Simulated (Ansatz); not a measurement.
A nudged elastic band was laid between two geometries of C3H4BN (9 atoms, charge 0, multiplicity 1).

Level of theory: RKS revPBE/cc-pVDZ (Ansatz).

- movable images: 5
- climbing image: yes
- spring: 5.0 eV/Å²
- optimiser: quadratic models (default)
- start path: IDPP
- force threshold: 0.03 eV/Å
- iteration limit: 60
- end points: relaxed

First end point:

```xyz
9
Properties=species:S:1:pos:R:3
C 0.696 2.529 -0.644
C 0.728 1.311 -0.460
B 0.832 -0.207 -0.252
N -0.233 -0.935 0.232
C -1.188 -1.628 0.671
H 0.663 3.597 -0.805
H 1.853 -0.820 -0.506
H -1.937 -2.086 -0.013
H -1.326 -1.807 1.760
```

Last end point:

```xyz
9
Properties=species:S:1:pos:R:3
C 0.697 2.530 -0.643
C 0.729 1.313 -0.457
B 0.831 -0.206 -0.250
N -0.233 -0.936 0.234
C -1.189 -1.629 0.669
H 0.665 3.598 -0.804
H 1.852 -0.819 -0.506
H -1.329 -1.810 1.758
H -1.936 -2.086 -0.017
```

Problem. Which bonds break or form, and what moves?

Solution. No bond is made or broken.  The two ends are copies of one structure, up to a mirror image or an exchange of like atoms.

Problem. What energy profile does the band end with?

Solution. The run converged. The highest image is number 3 of 0 to 6, 0.74 eV above the ends, which have the same energy within 2 meV. A vibrational analysis at the climbing image gives one clearly imaginary mode, 173i cm⁻¹: a first-order saddle point.

```tsv
image	path coordinate (Å)	energy (eV)
0	0.00	0.00
1	0.86	0.14
2	1.72	0.58
3	2.59	0.74
4	3.45	0.58
5	4.31	0.14
6	5.17	0.00
```

Problem. What is the geometry of the highest image?

Solution. 
```xyz
9
Properties=species:S:1:pos:R:3
C 1.248 2.539 -0.323
C 0.796 1.390 -0.280
B 0.288 -0.049 -0.277
N -0.815 -0.443 0.623
C -1.173 -1.681 0.554
H 1.635 3.547 -0.352
H 0.815 -0.856 -1.032
H -0.707 -2.438 -0.130
H -1.999 -2.055 1.200
```

Problem. What are the harmonic wavenumbers there?

Solution. 173i, 151, 209, 348, 388, 479, 607, 735, 871, 877, 988, 1085, 1178, 1199, 1440, 1634, 2090, 2488, 2872, 2999, 3399 cm⁻¹.

Time of the run: 3.7 min on 1 CPU thread of a shared host.
